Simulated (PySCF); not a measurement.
Borane, trichloro-, BCl₃, SMILES ClB(Cl)Cl, point group D3h.

Force field and properties: PBE0/pcSseg-2 (PySCF, grid level 2). Vibrational terms come from second-order perturbation theory with semi-diagonal cubic constants, by steps of ±0.6 along the normal coordinates of each isotopologue. The parent has the commonest isotopes.

Equilibrium geometry (Å):

```
atom        x        y        z
 Cl1  -0.8557  -1.5012  -0.0184
  B2   0.0102   0.0048  -0.0229
 Cl3  -0.8607   1.5078  -0.0026
 Cl4   1.7472   0.0078  -0.0475
```

Species: parent. Output of the displacement run:

```
mode    cm-1    km/mol   phi_rrr   E(+)/cm-1  E(-)/cm-1
  1    255.90     0.73     -11.0      45.68      46.48
  2    255.98     0.72       1.1      46.13      46.05
  3    455.05     6.11       0.6      82.02      81.97
  4    480.09     0.00     -60.3      84.27      88.61
  5    969.05   379.42    -176.5     168.32     181.01
  6    969.58   379.42      78.5     177.56     171.93
```

For the shielding of B2 (σe = 46.73 ppm):

```tsv
mode	ω (cm⁻¹)	Σr φrrs (cm⁻¹)	∂σ/∂q	∂²σ/∂q²
1	256	2	0.001	-0.153
2	256	0	0.000	-0.153
3	455	0	-0.001	-0.634
4	480	-273	-2.125	-0.096
5	969	3	0.000	0.230
6	970	0	0.000	0.230
```

**Question.** Work out the zero-point average of this shielding.

**Answer.** With ⟨qs⟩ = −Σr φrrs/(4ωs) and ⟨qs²⟩ = 1/2: the mean displacements are -0.002, 0.000, 0.000, 0.142, -0.001, 0.000. The anharmonic term Σ (∂σ/∂q)⟨q⟩ is -0.30 ppm, the harmonic term ¼ Σ ∂²σ/∂q² is -0.14 ppm, so ⟨σ⟩ = 46.28 ppm.
